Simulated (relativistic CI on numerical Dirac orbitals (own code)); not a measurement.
How well does a small relativistic CI reproduce S⁶⁺?

Calculated at this level of theory: Dirac-Coulomb-Breit CI, orbitals from a KLI potential per configuration, QED by a radiative potential, unscaled Slater integrals (own radial code, finite nucleus).

Configurations in the expansion (outside the closed core 1s2): 2s²2p⁶, 2s²2p⁵3s, 2s²2p⁵3p, 2s²2p⁵3d, 2s2p⁶3s, 2s²2p⁵4s, 2s²2p⁵4p, 2s²2p⁵4d, 2s2p⁶3p, 2s²2p⁵4f, 2s²2p⁴3s², 2s2p⁶3d, 2s²2p⁴3s3p, 2s²2p⁴3p², 2s²2p⁴3s3d, 2s2p⁶4s. Levels of other configurations are missing.

| Configuration | Term (tabulated) | J | Measured (cm⁻¹) | Computed | Error | Purity (%) |
| --- | --- | --- | --- | --- | --- | --- |
| 2s²2p⁶ | 1S | 0 | 0.0 | 0 | 0 | 100 |
| 2s²2p⁵3s | 3P° | 2 | 1371784.0 | 1363774 | -8010 | 100 |
| 2s²2p⁵3s | 3P° | 1 | 1376207.0 | 1368340 | -7867 | 84 |
| 2s²2p⁵3s | 3P° | 0 | 1381805.0 | 1373730 | -8075 | 100 |
| 2s²2p⁵3s | 1P° | 1 | 1388339.0 | 1381026 | -7313 | 84 |
| 2s²2p⁵3p | 3S | 1 | 1466883.0 | 1458104 | -8779 | 97 |
| 2s²2p⁵3p | 3D | 3 | 1483165.0 | 1474881 | -8284 | 100 |
| 2s²2p⁵3p | 3D | 2 | 1484428.0 | 1476193 | -8235 | 80 |
| 2s²2p⁵3p | 3D | 1 | 1488019.0 | 1479852 | -8167 | 75 |
| 2s²2p⁵3p | 3P | 2 | 1492496.0 | 1484400 | -8096 | 55 |
| 2s²2p⁵3p | 3P | 0 | 1498631.0 | 1490602 | -8029 | 100 |
| 2s²2p⁵3p | 3P | 1 | 1500286.0 | 1492261 | -8025 | 67 |
| 2s²2p⁵3p | 1S | 0 | 1552707.0 | 1557300 | 4593 | 97 |
| 2s²2p⁵3d | 3P° | 0 | 1623623.0 | 1615037 | -8586 | 100 |
| 2s²2p⁵3d | 3P° | 1 | 1624773.0 | 1616237 | -8536 | 98 |
| 2s²2p⁵3d | 3P° | 2 | 1627260.0 | 1618773 | -8487 | 93 |
| 2s²2p⁵3d | 3F° | 4 | 1630083.0 | 1622335 | -7748 | 100 |
| 2s²2p⁵3d | 3F° | 3 | 1631989.0 | 1624483 | -7506 | 82 |
| 2s²2p⁵3d | 3F° | 2 | 1635337.0 | 1627779 | -7558 | 76 |
| 2s²2p⁵3d | 3D° | 1 | 1644599.0 | 1637435 | -7164 | 95 |
| 2s²2p⁵3d | 3D° | 3 | 1645921.0 | 1638664 | -7257 | 56 |
| 2s²2p⁵3d | 3D° | 2 | 1646576.0 | 1639235 | -7341 | 56 |
| 2s²2p⁵3d | 1P° | 1 | 1662194.0 | 1659738 | -2456 | 95 |

Measured levels from NIST levels in Podobedova, Kelleher and Wiese, J. Phys. Chem. Ref. Data 38, 171 (2009); Martin, Zalubas and Musgrove, J. Phys. Chem. Ref. Data 19, 821 (1990); pairs were made by configuration, J and term (by order where the table uses no LS term), so strongly mixed levels may be paired wrongly.

Mean error by configuration (cm⁻¹): 2s²2p⁵3s -7816; 2s²2p⁵3p -6628; 2s²2p⁵3d -7264. Over the excited levels the mean absolute error is 7550 cm⁻¹ (22 of the 29 excited levels that our extract of the source holds in range could be paired, and the others can miss by more), and the median relative error of those above 1,000 cm⁻¹ is 0.53 %.
